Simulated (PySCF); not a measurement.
Compound: C4H5F2O2S (doublet state).
Cartesian coordinates in Å at the GFN2-xTB level; atoms count from 1:
```xyz
14
C4H5F2O2S angstrom
C      1.5575    1.0147   -0.5697
S      1.3951   -0.6901   -0.3886
O      0.9055   -1.2337   -1.6549
C     -0.0782   -0.6382    0.7806
C      0.1408   -0.7306    2.0768
O     -1.3201   -0.6221    0.2272
C     -1.5519    0.1398   -0.8815
F     -2.8351   -0.0330   -1.2089
F     -1.4054    1.4600   -0.5941
H      1.6613    1.4243   -1.5563
H      1.9732    1.5482    0.2622
H     -0.6656   -0.7155    2.7897
H      1.1427   -0.8277    2.4492
H     -0.9205   -0.0966   -1.7538
```

The hyperfine couplings belong to this conformer and change with its torsions.

The species is `[CH2][S@](=O)C(=C)OC(F)F` [radical].

Method used: UKS B3LYP, pcH-1 on C F H O S, non-relativistic, mean-field spin-orbit, GIAO in PySCF 2.14.0. Isolated species at its GFN2-xTB geometry (one conformer only). Couplings are sensitive to structure, and on GFN2-xTB geometries they can be far from those on DFT ones. The SCF solution wasn't tested for stability.

Break the g tensor into its mass correction, gauge correction and orbital-Zeeman/spin–orbit terms.

| Δg (ppm) | 1 | 2 | 3 |
| --- | --- | --- | --- |
| relativistic mass correction | -164 | -164 | -164 |
| gauge correction | 56 | 29 | 50 |
| orbital Zeeman/spin–orbit | -1426 | -170 | 2111 |
| total | -1533 | -305 | 1998 |

So g = 2.00079, 2.00201, 2.00432 and g_iso = 2.00237; the tensor is rhombic: the two nearest values differ by 35 % of g3 − g1. 

At 9.763 GHz, how far is the centre of the isotropic spectrum from where a free electron (g = 2.002319) resonates?

B = hν/(g μB) with μB/h = 13.99624 MHz/mT gives 348.37 mT for the free electron and 348.36 mT at g_iso, the same within 0.01 mT.

What are the electron Larmor frequencies g μB B/h along the three axes at 340 mT?

9.5212, 9.5270, 9.5380 GHz for g1, g2 and g3, a range of 16.8 MHz.

In a frozen sample, at which fields do the three g values resonate at 9.5, 34, 94 and 263 GHz (hyperfine left aside), and which band first spreads them over more than twice a line width of 0.5 mT?

| band | GHz | B(g3) mT | B(g2) mT | B(g1) mT | spread mT |
| --- | --- | --- | --- | --- | --- |
| X | 9.5 | 338.65 | 339.04 | 339.24 | 0.60 |
| Q | 34.0 | 1212.00 | 1213.39 | 1214.13 | 2.14 |
| W | 94.0 | 3350.81 | 3354.66 | 3356.72 | 5.91 |
| J | 263.0 | 9375.14 | 9385.92 | 9391.69 | 16.55 |

The spread grows in proportion to the frequency. Q band is the first where it exceeds 1.0 mT.

Largest spin populations (Mulliken): C1 (+0.94) and C4 (+0.09). C1 is the only atom above +0.15. The angles at C1 add up to 354.6°, so it is nearly planar; its axial dipolar tensor and the negative couplings of its protons fit spin in a p orbital normal to that plane.

The HOMO–LUMO gaps are 5.64 eV among the α and 3.93 eV among the β orbitals.
